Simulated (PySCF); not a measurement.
Precursor series Hf F-NH2. All species are isolated molecules in the gas phase. One relaxed conformer stands for each flexible species; it need not be the lowest.

The numbers are results of B3LYP-D3(BJ)/def2-TZVP // r2SCAN-D4/def2-SVP (PySCF), not measurements. All candidates: neutral, multiplicity 1. B3LYP has the VWN-RPA correlation part, as in Gaussian. 

```json
{
  "HOMO–LUMO gap": "10.54 eV",
  "LUMO": "-1.32 eV",
  "HOMO": "-11.86 eV"
}
```

Q: Name which member has these values.
A. [Hf(F)4]
B. [Hf(F)2(NH2)2]
C. [Hf(NH2)4]
D. [Hf(F)3(NH2)]

A: A, [Hf(F)4]. The others give [Hf(F)2(NH2)2]: 6.66 eV, -0.61 eV, -7.27 eV; [Hf(F)3(NH2)]: 6.92 eV, -0.97 eV, -7.90 eV; [Hf(NH2)4]: 6.27 eV, -0.16 eV, -6.43 eV
